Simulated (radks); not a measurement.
The arsenic ion As2+ inside a hard spherical wall (all orbitals vanish at R), configuration held at [Ar] 3d10 4s2 4p1 and not refilled when levels cross. All-electron calculation, non-relativistic Kohn-Sham, PBE, spin-unpolarised, spherical densities, point nucleus. Program: a radial shooting solver on a logarithmic mesh with Libxc functionals. Eigenvalues in eV, with the zero of energy where the potential of the charges vanishes at infinity; a dash marks a level that is unbound or too diffuse for the functional's potential to be trusted. A positive occupied level is held by the wall or, in an anion where self-interaction has pushed it up, behind a barrier. The pressure on the wall is -dE/dV.

| R (bohr) | E (hartree) | kinetic (hartree) | e(3p) | e(3d) | e(4s) | e(4p) | e(5s, empty) | e(4d, empty) | pressure (GPa) |
|---|---|---|---|---|---|---|---|---|---|
| free | -2234.47342 | 2233.118 | -153.57 | -62.963 | -32.870 | -22.656 | -10.558 | -10.048 | 0 |
| 15 | -2234.47342 | 2233.118 | -153.57 | -62.963 | -32.870 | -22.656 | -10.558 | -10.048 | < 0.0001 |
| 10 | -2234.47342 | 2233.118 | -153.57 | -62.963 | -32.870 | -22.656 | -10.533 | -10.041 | < 0.0001 |
| 7 | -2234.47327 | 2233.121 | -153.56 | -62.954 | -32.863 | -22.647 | -9.782 | -9.805 | 0.0155 |
| 6 | -2234.47215 | 2233.133 | -153.50 | -62.903 | -32.825 | -22.592 | -8.347 | -9.322 | 0.174 |
| 5 | -2234.46331 | 2233.210 | -153.23 | -62.637 | -32.617 | -22.273 | -4.346 | -7.931 | 1.93 |
| 4 | -2234.39773 | 2233.640 | -152.04 | -61.463 | -31.527 | -20.639 | 7.256 | -3.772 | 22.0 |
| 3 | -2233.92125 | 2235.877 | -147.61 | -57.142 | -25.685 | -12.684 | 44.818 | 10.154 | 289 |
| 2.5 | -2232.93014 | 2239.723 | -142.09 | -51.689 | -15.327 | 0.195 | 93.705 | 28.584 | 1230 |
| 2 | -2229.74983 | 2250.902 | -130.10 | -39.380 | 14.201 | 34.140 | 202.97 | 70.092 | 6610 |
| 1.5 | -2216.84464 | 2293.064 | -97.210 | -3.413 | 116.89 | 142.61 | 495.59 | 182.18 | 53900 |
